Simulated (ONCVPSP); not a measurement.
# What one change does to a pseudopotential (N (Z = 7), ONCV)

N (Z = 7), optimised norm-conserving Vanderbilt (ONCV), made with ONCVPSP 4.0.1 (LDA (Perdew-Wang 92), fully relativistic). Core [He], reference 2s2 2p3. Waves: 2s: rc 1.10 bohr, ncon 3, nbas 7, qcut 6.3 1/bohr, local; 2p: rc 2.60 bohr, ncon 3, nbas 6, qcut 6 1/bohr, 2 projectors, debl 2.7 Ha; d scattering state at 0.27 Ha: rc 2.20 bohr, ncon 4, nbas 8, qcut 5.1 1/bohr, 2 projectors, debl 2.5 Ha. Local part: the s channel. Core correction: polynomial model core, fcfact 0.15.

Open shells are filled in proportion to 2j + 1.

All-electron outer shells of the reference configuration (LDA (PZ), scalar-relativistic, ld1.x):

```json
{"shell": "1s", "level (eV)": "-381.53", "outermost node (bohr)": "–", "outermost maximum (bohr)": "0.15"}
{"shell": "2s", "level (eV)": "-18.42", "outermost node (bohr)": "0.32", "outermost maximum (bohr)": "1.02"}
{"shell": "2p", "level (eV)": "-7.24", "outermost node (bohr)": "–", "outermost maximum (bohr)": "0.97"}
```

Change: s: ncon 4, nbas 8.

Cutoffs: the cutoffs (Ha) at which the residual kinetic energy of the hardest occupied pseudo-wave falls to 1 and 0.1 mHa per electron; they do not see the model core or the augmentation charge, which bear on the density cutoff. Errors are all-electron minus pseudo energies relative to the spin-unpolarised reference configuration.

What does the change do?

The potential gets harder (20 Ha and 103 Ha → 24 Ha and 128 Ha); the errors of the 4 common tests hardly move; neither file shows a bound ghost.

```csv
quantity,base,changed
"cutoff, loose",20 Ha,24 Ha
"cutoff, tight",103 Ha,128 Ha
loose cutoff by channel,"s 20 Ha, p 11 Ha","s 24 Ha, p 11 Ha"
bound ghosts,none,none
GHOST(+) flags under 300 eV,none,none
"error for 2s2 2p2, meV [ΔE 13.73 eV]",+173,+172
"error for 2s2 2p1, meV [ΔE 42.70 eV]",+1222,+1214
"error for 2s2 2p0, meV [ΔE 89.87 eV]",+4163,+4136
"error for 2s0 2p5, meV [ΔE 22.45 eV]",-150,-142
s: phases at 1.11 bohr within 0.05 rad from the reference energy up to (Ha; the scan ends near 5),3.5,4.0
p3/2: phases at 2.64 bohr within 0.05 rad from the reference energy up to (Ha; the scan ends near 5),0.4,0.4
p1/2: phases at 2.64 bohr within 0.05 rad from the reference energy up to (Ha; the scan ends near 5),0.4,0.4
d5/2: phases at 2.23 bohr within 0.05 rad from the reference energy up to (Ha; the scan ends near 5),to the end of the scan,to the end of the scan
d3/2: phases at 2.23 bohr within 0.05 rad from the reference energy up to (Ha; the scan ends near 5),to the end of the scan,to the end of the scan
"rms error of d²Exc/dni dnj with the model core, mHa",8.22,8.28
```
